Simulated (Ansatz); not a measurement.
# Loss of HBr: C3H5Br → C3H4 + HBr

Gas-phase species: C3H5Br (allyl bromide) `C=CCBr`, singlet; C3H4 `C=C=C`, singlet; HBr, singlet. This is a balance of energies; it says nothing on the path, which may need atoms to shift.

Shapes, held fixed at every level: PBE0-D4/def2-TZVP. Flexible molecules stand in one conformer, not always the lowest. Programs: Ansatz 0.2.0. The zero-point and thermal change to 298 K, harmonic and unscaled (PBE0-D4/def2-TZVP), is -20.2 kJ/mol.

**The experiment to reproduce.** Tabulated heats of formation (Active Thermochemical Tables, CRC Handbook of Chemistry and Physics): C3H5Br +45.2 (CRC); C3H4 +190.2 (ATcT); HBr -35.9 (ATcT) kJ/mol, which give ΔH(298 K) = +109.1 kJ/mol.

| level | kind | ΔH (kJ/mol) | computed − measured |
| --- | --- | --- | --- |
| HF/def2-SVP | Hartree–Fock | +92.8 | -16.3 |
| PBE-D4/def2-TZVPP | GGA | +105.0 | -4.1 |
| wB97X-V/def2-TZVPP | range-separated hybrid | +114.5 | +5.4 |
| B2PLYP/def2-TZVPP | double hybrid | +99.0 | -10.1 |
| MP2/def2-SVP | perturbation theory | +112.6 | +3.5 |
| CCSD(T)/def2-SVP | coupled cluster or CI | +100.2 | -8.9 |
| CCSD/def2-SVP | coupled cluster or CI | +99.9 | -9.2 |
| CCSD(T)/def2-TZVPP | coupled cluster or CI | +108.2 | -0.9 |

Nearest: CCSD(T)/def2-TZVPP (-0.9); farthest: HF/def2-SVP (-16.3). 6 of 8 levels lie within 10 kJ/mol. The heats of C3H5Br (allyl bromide) come from older tables and can be uncertain by 10 kJ/mol or more. Relativity is left out for Br. Outer-core shells of Br are correlated, in sets that cover them unevenly.
